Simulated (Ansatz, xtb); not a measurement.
System: CuCl2, charge -1, multiplicity 1. 
Structure (B3LYP-D3(BJ)/def2-TZVP (Ansatz, an electronic-structure program) minimum search):
SMILES: [Cl][Cu-][Cl]
```xyz
3

Cu     0.0000     0.0000     0.0000
Cl     0.0000     0.0000     2.1589
Cl     0.0000     0.0000    -2.1589
```
Charge -1, spin multiplicity 1.

Harmonic wavenumbers from GFN2-xTB (xtb, at its own minimum), cm⁻¹: 98, 98, 224, 381.

Problem. Give the harmonic wavenumbers at B3LYP-D3(BJ)/def2-TZVP (Ansatz, finite differences of forces, unscaled).

Solution. 107, 107, 275, 379 cm⁻¹. Zero-point energy 1.2 kcal/mol.

Problem. From these and the geometry, give the ideal-gas thermochemistry at 298.15 K and 1 atm (rigid rotor, harmonic oscillator).

Solution. Point group D∞h, rotational symmetry number 2. Rotational constants 1.529, 1.529 GHz. S(trans) 40.60, S(rot) 17.12, S(vib) 9.26, S(elec, spin only) 0.00, S 67.0 cal/(mol K). H(298) - H(0) 3.47 kcal/mol; G - E(el) -15.3 kcal/mol.
